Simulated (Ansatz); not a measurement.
A structure relaxed at PBE-D4/def2-TZVP in Ansatz, charge 1, singlet:

Cartesian coordinates in Å:
```
Au -0.343 -0.582 1.406
Au 1.215 -0.135 -0.968
Cl -0.872 0.717 -0.438
```

**Question.** Give its formula and point group.

**Answer.** the cluster Au2Cl⁺ (the lowest singlet isomer of a short search). Point group C2v (tolerance 0.1 Å).

**Question.** Summarise the bond lengths by kind (pairs closer than 1.2 times the sum of covalent radii, bridged metal pairs left out).

**Answer.** 2 × Au–Cl 2.32 Å.

In the def2 sets Au takes a core potential; there is no spin–orbit coupling. The structure comes from a short search, and lower isomers may exist.
